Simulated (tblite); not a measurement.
C₅H₇BO₂.
Atom-mapped SMILES: `[CH2:1]=[C:2]([C:3]#[C:4][CH3:5])[B:6]([OH:7])[OH:8]` (hydrogens: H9, H10 on C1; H11, H12, H13 on C5; H14 on O7; H15 on O8)

Computed with GFN2-xTB (tblite), gas phase: L-BFGS steps from a force-field or distance-geometry start until the largest atomic force falls under 0.01 eV/Å.

Step 1: E = -642.2662 eV
```
atom  x, y, z in Å  |  force x, y, z in eV/Å
C1     -1.3374   -1.7502   -0.2893    0.578   1.578  -0.043
C2     -0.8419   -0.4781   -0.3664   -0.893  -1.543  -0.109
C3      0.5476   -0.2464   -0.3412    2.988   0.690  -0.080
C4      1.7606   -0.0060   -0.3344   -3.075  -0.583   0.241
C5      3.1823    0.2602   -0.2863   -0.089   0.074  -0.020
B6     -1.8966    0.7222   -0.4210    0.329   0.944   0.968
O7     -1.3923    1.9289   -0.9447   -0.547  -0.715   0.813
O8     -3.0937    0.6192    0.3032    1.359   0.102  -0.633
H9     -0.7225   -2.6181   -0.2292    0.204  -0.311   0.024
H10    -2.3993   -1.8661   -0.2971   -0.292  -0.330  -0.051
H11     3.4558    0.6583   -1.2713    0.256  -0.263   0.196
H12     3.4191    1.0333    0.4596   -0.151  -0.249  -0.130
H13     3.7311   -0.6621   -0.0327   -0.112   0.409  -0.271
H14    -1.2482    2.6163   -0.2849   -0.513  -0.181  -0.467
H15    -3.1690   -0.2033    0.8082   -0.042   0.379  -0.436
```

Step 2: E = -642.3648 eV
```
atom  x, y, z in Å  |  force x, y, z in eV/Å
C1     -1.3415   -1.7480   -0.2884    1.054   1.368  -0.065
C2     -0.8331   -0.4867   -0.3709   -0.904  -0.995  -0.016
C3      0.5705   -0.2389   -0.3433   -3.288  -0.663  -0.145
C4      1.7278   -0.0125   -0.3281    3.626   0.731   0.252
C5      3.1764    0.2644   -0.2884   -0.772  -0.271   0.036
B6     -1.8991    0.7603   -0.3976    1.333  -1.069   0.629
O7     -1.4062    1.9055   -0.9223   -0.074   0.382   0.062
O8     -3.0546    0.6143    0.2870   -0.056   0.553   0.038
H9     -0.7193   -2.6212   -0.2289    0.025  -0.129   0.006
H10    -2.3992   -1.8727   -0.2983   -0.392  -0.274  -0.045
H11     3.4612    0.6511   -1.2644    0.176  -0.142  -0.042
H12     3.4152    1.0256    0.4552   -0.158  -0.050   0.036
H13     3.7284   -0.6528   -0.0390   -0.156   0.283  -0.218
H14    -1.2599    2.6096   -0.2967   -0.437   0.245  -0.222
H15    -3.1710   -0.1898    0.7965    0.020   0.031  -0.306
```

Step 3: E = -642.4638 eV
```
atom  x, y, z in Å  |  force x, y, z in eV/Å
C1     -1.3295   -1.7283   -0.2891   -0.314  -1.162   0.068
C2     -0.8451   -0.5031   -0.3717    0.122   1.069  -0.122
C3      0.5549   -0.2416   -0.3451    0.665   0.082  -0.074
C4      1.7457   -0.0087   -0.3244   -0.971  -0.169   0.138
C5      3.1687    0.2625   -0.2883   -0.079  -0.020   0.007
B6     -1.8856    0.7563   -0.3866    1.099  -0.925   0.478
O7     -1.4099    1.9048   -0.9172    0.005   0.155  -0.106
O8     -3.0475    0.6196    0.2838   -0.130   0.420   0.200
H9     -0.7180   -2.6239   -0.2287   -0.107   0.184  -0.015
H10    -2.4040   -1.8770   -0.2990    0.169  -0.163  -0.031
H11     3.4642    0.6483   -1.2636    0.151  -0.124  -0.029
H12     3.4129    1.0237    0.4548   -0.133  -0.028   0.043
H13     3.7264   -0.6480   -0.0424   -0.082   0.150  -0.164
H14    -1.2667    2.6107   -0.3013   -0.400   0.428  -0.052
H15    -3.1710   -0.1873    0.7913    0.006   0.103  -0.341
```

Step 4: E = -642.5133 eV
```
atom  x, y, z in Å  |  force x, y, z in eV/Å
C1     -1.3296   -1.7373   -0.2886   -0.165  -0.099  -0.002
C2     -0.8474   -0.4938   -0.3730    0.121  -0.088  -0.012
C3      0.5551   -0.2423   -0.3463    0.388   0.059  -0.078
C4      1.7432   -0.0088   -0.3222   -0.715  -0.120   0.116
C5      3.1659    0.2613   -0.2880   -0.045   0.083  -0.034
B6     -1.8680    0.7407   -0.3794    0.509  -0.090   0.425
O7     -1.4097    1.9085   -0.9189   -0.028  -0.184   0.070
O8     -3.0502    0.6267    0.2867    0.305   0.271   0.037
H9     -0.7193   -2.6221   -0.2289    0.052  -0.020  -0.012
H10    -2.4034   -1.8796   -0.2995    0.137  -0.188  -0.027
H11     3.4665    0.6466   -1.2643    0.100  -0.131   0.022
H12     3.4109    1.0235    0.4555   -0.143  -0.050   0.016
H13     3.7250   -0.6456   -0.0449   -0.054   0.069  -0.128
H14    -1.2725    2.6168   -0.3023   -0.424   0.343  -0.075
H15    -3.1708   -0.1864    0.7866   -0.038   0.145  -0.318
```

Problem. Estimate the geometry and energy of step 5. (The exact step hangs on the optimiser's Hessian estimate; all steps are aligned on step 4, rigid shifts and turns removed.)

Solution. E = -642.5590 eV, largest force 0.618 eV/Å
```
atom  x, y, z in Å  |  force x, y, z in eV/Å
C1     -1.3311   -1.7419   -0.2881    0.012   0.215  -0.035
C2     -0.8462   -0.4933   -0.3754    0.128  -0.596   0.101
C3      0.5532   -0.2428   -0.3499   -0.078  -0.080  -0.075
C4      1.7351   -0.0097   -0.3157   -0.032   0.013   0.051
C5      3.1584    0.2623   -0.2889   -0.039   0.077  -0.034
B6     -1.8412    0.7337   -0.3577    0.064   0.242   0.203
O7     -1.4138    1.9028   -0.9129    0.205   0.000   0.137
O8     -3.0365    0.6378    0.2858    0.292   0.165   0.137
H9     -0.7183   -2.6223   -0.2292    0.095  -0.078  -0.027
H10    -2.4011   -1.8880   -0.3009    0.045  -0.169  -0.016
H11     3.4720    0.6403   -1.2627    0.013  -0.068  -0.019
H12     3.4050    1.0202    0.4554   -0.132   0.012   0.045
H13     3.7217   -0.6392   -0.0516   -0.031  -0.061  -0.057
H14    -1.2899    2.6275   -0.3082   -0.460   0.224  -0.166
H15    -3.1719   -0.1792    0.7727   -0.081   0.104  -0.245
```

The energy changes by -0.0457 eV. The first-order estimate −F·Δx gives -0.0626 eV and the mean of the old and new forces, exact on a quadratic surface, -0.0456 eV. The step makes an angle of 34° with the force vector and moves no atom by more than 0.035 Å.

The cost below is that of the whole relaxation. The run took 0.66 s wall on an Arm Neoverse N1 with one thread, shared host.
